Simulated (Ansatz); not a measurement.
A nudged elastic band was laid between two geometries of BFH2O + H2O (8 atoms, charge 0, multiplicity 1).

Theory: RKS r2SCAN-D4/def2-SVP in Ansatz.

```json
{
 "movable images": "7",
 "climbing image": "yes",
 "spring": "5.0 eV/Å²",
 "optimiser": "quadratic models (default)",
 "start path": "through a guess of the saddle point",
 "force threshold": "0.03 eV/Å",
 "iteration limit": "60",
 "end points": "relaxed"
}
```

First end point:

```xyz
8
Properties=species:S:1:pos:R:3
B -0.124 -0.168 -0.052
F -0.205 -0.879 1.103
O 1.086 -0.150 -0.697
H 1.758 -0.613 -0.178
H -1.125 0.093 -0.664
O -0.021 1.694 0.950
H 0.871 1.967 0.688
H 0.072 1.401 1.869
```

Last end point:

```xyz
8
Properties=species:S:1:pos:R:3
B 0.210 0.418 -0.257
F -0.559 -0.224 2.407
O 1.465 0.033 -0.597
H 1.485 -0.763 -1.141
H -0.793 -0.134 -0.629
O 0.073 1.525 0.546
H 0.938 1.907 0.761
H -0.507 0.581 1.928
```

Question: What changes between the two ends?

Answer: Bonds broken: B1–F2, O6–H8. Bonds formed: B1–O6, F2–H8. BFH2O + H2O becomes BH3O2 + FH.

Question: Give the energies along the band, and the barrier.

Answer: It converged. The highest image is number 4 of 0 to 8, 0.77 eV above the first end and 0.66 eV above the last; the last end lies 0.11 eV above the first. A vibrational analysis at the climbing image gives one clearly imaginary mode, 866i cm⁻¹: a first-order saddle point. The orbitals stay closed-shell, which can raise the energy where a bond breaks towards radicals; this wasn't checked here.

| image | path coordinate (Å) | energy (eV) | B1–F2 (Å) | O6–H8 (Å) | B1–O6 (Å) |
| --- | --- | --- | --- | --- | --- |
| 0 | 0.00 | 0.00 | 1.36 | 0.97 | 2.12 |
| 1 | 0.53 | 0.07 | 1.38 | 0.97 | 1.83 |
| 2 | 1.06 | 0.10 | 1.38 | 0.97 | 1.74 |
| 3 | 1.60 | 0.19 | 1.43 | 0.99 | 1.69 |
| 4 | 2.13 | 0.77 | 1.71 | 1.22 | 1.51 |
| 5 | 2.47 | 0.46 | 2.03 | 1.50 | 1.43 |
| 6 | 2.81 | 0.19 | 2.40 | 1.71 | 1.39 |
| 7 | 3.15 | 0.12 | 2.69 | 1.79 | 1.38 |
| 8 | 3.49 | 0.11 | 2.85 | 1.77 | 1.37 |

Question: What is the geometry of the highest image?

Answer: 
```xyz
8
Properties=species:S:1:pos:R:3
B 0.067 0.240 0.053
F -0.314 -0.351 1.608
O 1.373 -0.046 -0.259
H 1.458 -0.800 -0.852
H -0.871 -0.074 -0.635
O -0.031 1.600 0.712
H 0.864 1.969 0.773
H -0.234 0.807 1.619
```

Question: What are the harmonic wavenumbers there?

Answer: 866i, 332, 378, 446, 530, 681, 752, 880, 950, 1009, 1120, 1231, 1298, 1326, 1936, 2646, 3784, 3900 cm⁻¹.

Time of the run: 55 s on 2 threads of AMD EPYC 9R45 96-Core Processor (Zen 5), with other jobs on the host, peak memory 0.17 GiB.
